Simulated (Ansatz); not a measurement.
Relaxation of C2H12AlNSi2 (18 atoms, charge 0, multiplicity 1), to a largest force component of 0.015 eV/Å in at most 40 steps.

Method: RKS PBE-D4/STO-3G in Ansatz 0.2.0.

```xyz
18
Properties=species:S:1:pos:R:3:forces:R:3
N -2.556 -1.608 0.265 -4.25 -1.25 0.81
C -1.204 -1.174 0.322 2.66 1.98 1.29
Si -0.967 0.554 -0.398 2.65 1.14 1.14
C 0.929 1.102 -0.259 -2.54 0.94 1.32
Al 1.425 1.168 1.636 0.26 0.24 0.75
Si 1.959 -0.076 -1.191 1.23 -0.06 -0.48
H -2.886 -1.530 -0.743 -0.06 0.11 -0.09
H -3.137 -0.849 0.778 0.24 -0.62 -0.53
H -0.584 -1.882 -0.207 0.76 -0.85 -0.54
H -0.865 -1.186 1.405 -0.19 -0.05 -0.83
H -1.786 1.510 0.370 -0.01 -0.30 -0.33
H -1.317 0.566 -1.782 -0.52 0.00 -0.71
H 0.907 2.129 -0.715 0.49 -0.67 0.28
H 1.365 -0.134 2.566 0.01 1.23 -1.03
H 1.911 2.545 2.283 -0.48 -1.27 -0.62
H 1.919 -1.388 -0.547 0.06 0.09 -0.19
H 3.354 0.434 -1.161 -0.49 -0.46 -0.20
H 1.496 -0.169 -2.571 0.18 -0.20 -0.05
```

Where does it end, and by what steps?

The run converged. The force dipped under the threshold on the way, but the program's further checks kept it going. Limits of this set-up: minimal basis. After 10 steps the energy has fallen by 0.716 eV; N1 moved furthest, 0.15 Å.

| step | energy less start (eV) | largest force component (eV/Å) | accepted |
| --- | --- | --- | --- |
| 0 | 0.0000 | 4.252 | yes |
| 1 | -0.6015 | 1.322 | yes |
| 2 | -0.6956 | 0.538 | yes |
| 3 | -0.7067 | 0.334 | yes |
| 4 | -0.7150 | 0.066 | yes |
| 5 | -0.7157 | 0.018 | yes |
| 6 | -0.7159 | 0.010 | yes |
| 7 | -0.7161 | 0.028 | yes |
| 8 | -0.7157 | 0.076 | no |
| 9 | -0.7163 | 0.005 | yes |
| 10 | -0.7163 | 0.004 | yes |

```xyz
18
Properties=species:S:1:pos:R:3
N -2.680 -1.688 0.303
C -1.229 -1.181 0.327
Si -0.911 0.571 -0.355
C 0.888 1.106 -0.204
Al 1.443 1.224 1.628
Si 2.018 -0.044 -1.176
H -2.980 -1.536 -0.718
H -3.230 -0.894 0.775
H -0.628 -1.924 -0.238
H -0.888 -1.246 1.381
H -1.774 1.486 0.388
H -1.367 0.599 -1.742
H 0.965 2.104 -0.669
H 1.350 -0.006 2.503
H 1.966 2.535 2.171
H 1.982 -1.391 -0.626
H 3.398 0.419 -1.114
H 1.640 -0.123 -2.581
```

The run took 49 s on 1 CPU thread of a shared host.
